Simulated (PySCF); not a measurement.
# Polarisability and C₆ of I(2+) (iodine, charge +2)

[Kr] 4d10 5s1 5p3 6s1, high-spin 6S determinant (an excited configuration). Calculation: PySCF 2.14, in aug-cc-pVQZ-PP with one added diffuse shell each of s, p, d, f, g type with ECP28MDF (8s8p6d4f3g, 117 functions); a scalar-relativistic core potential. Coupled (time-dependent) response in atomic units; α is the mean over directions.

```csv
method,mean α (bohr³),C₆ (like pair),S(−4)
UHF,116.9,1229,9892
PBE,91.35,878.7,5908
PBE0,99.04,977.4,7034
```

S(−4) is the Cauchy moment in α(ω) = α(0) + S(−4) ω² + …

α(iu) at PBE0:

```json
{"u (hartree)": "0", "α(iu) (bohr³)": "99.04"}
{"u (hartree)": "0.0500", "α(iu) (bohr³)": "84.32"}
{"u (hartree)": "0.100", "α(iu) (bohr³)": "59.51"}
{"u (hartree)": "0.200", "α(iu) (bohr³)": "30.39"}
{"u (hartree)": "0.300", "α(iu) (bohr³)": "19.05"}
{"u (hartree)": "0.500", "α(iu) (bohr³)": "10.55"}
{"u (hartree)": "0.750", "α(iu) (bohr³)": "6.462"}
{"u (hartree)": "1.00", "α(iu) (bohr³)": "4.453"}
{"u (hartree)": "1.50", "α(iu) (bohr³)": "2.571"}
{"u (hartree)": "2.00", "α(iu) (bohr³)": "1.730"}
{"u (hartree)": "3.00", "α(iu) (bohr³)": "0.9818"}
{"u (hartree)": "5.00", "α(iu) (bohr³)": "0.4571"}
```

For an ion, C₆ is the dispersion term alone; charge-induced terms of lower order in 1/R come first.

Energies and moments cover only the electrons outside the core potential. The outer electron is Rydberg-like, and this basis confines it to a smaller radius and binds it less than a complete one would.
